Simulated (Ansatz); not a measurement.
NbB₇. The state is a singlet with charge 0. Geometry PBE-D4/def2-SVP.

```
atom   x (Å)   y (Å)   z (Å)
 Nb1   1.161   0.875  -1.510
  B2   0.439  -0.775  -0.373
  B3  -0.013   1.918  -0.306
  B4   0.287  -0.628   1.413
  B5  -0.335  -1.878   0.711
  B6  -0.897   0.560  -0.663
  B7   0.669   0.790   0.692
  B8  -1.311  -0.861   0.034
```

In the def2 sets Nb takes a core potential; there is no spin–orbit coupling. The restricted singlet is unstable towards broken spin symmetry in Hartree–Fock (as tested in another run); at PBE-D4/def2-TZVP, r2SCAN-D4/def2-TZVP, PBE0-D4/def2-TZVP, BHLYP-D4/def2-TZVP this wasn't settled. Another isomer (singlet) lies 0.99 eV lower at PBE0-D4/def2-TZVP; other spin states weren't run for this one.

(1) Estimate the orbital energies around the gap (eV) in Ansatz with PBE-D4/def2-TZVP, r2SCAN-D4/def2-TZVP, PBE0-D4/def2-TZVP, BHLYP-D4/def2-TZVP.

Results:

(1) 
| orbital | PBE-D4/def2-TZVP | r2SCAN-D4/def2-TZVP | PBE0-D4/def2-TZVP | BHLYP-D4/def2-TZVP |
| --- | --- | --- | --- | --- |
| HOMO−5 | -6.69 | -6.85 | -7.80 | -8.86 |
| HOMO−4 | -6.68 | -6.84 | -7.63 | -8.44 |
| HOMO−3 | -6.00 | -6.09 | -6.76 | -7.46 |
| HOMO−2 | -5.82 | -5.95 | -6.67 | -7.34 |
| HOMO−1 | -5.76 | -5.88 | -6.60 | -7.24 |
| HOMO | -4.70 | -4.80 | -5.55 | -6.23 |
| LUMO | -3.69 | -3.56 | -2.95 | -2.18 |
| LUMO+1 | -3.35 | -3.17 | -2.49 | -1.67 |
| LUMO+2 | -3.08 | -2.91 | -2.29 | -1.52 |
| LUMO+3 | -2.98 | -2.68 | -2.20 | -1.21 |
| LUMO+4 | -2.91 | -2.63 | -1.97 | -0.90 |
| LUMO+5 | -1.91 | -1.66 | -1.06 | -0.08 |
